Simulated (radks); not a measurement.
Question: All-electron atom: Tb55+ in [Ne] (the NIST ground configuration). All-electron calculation, Dirac Kohn-Sham, exchange-only PBE, spin-unpolarised, spherical densities, finite nucleus; Fermi nuclear charge, rms radius 5.06 fm. Program: a radial shooting solver on a logarithmic mesh with Libxc functionals. Some entries of the table are withheld. Estimate them.

orbital  occ.  eigenvalue (eV)  r(max) (bohr)
1s1/2       2        -56182.67        0.01364
2s1/2       2        -12684.53            (1)
2p1/2       2              (2)        0.05794
2p3/2       4              (3)        0.06371
3s1/2       0        -5275.287         0.2041
3p1/2       0        -5154.095         0.1900
3p3/2       0        -4942.281         0.1999

Answer: 
(1) 2s1/2 r(max) (bohr): 0.07696
(2) 2p1/2 eigenvalue (eV): -12326.43
(3) 2p3/2 eigenvalue (eV): -11549.32
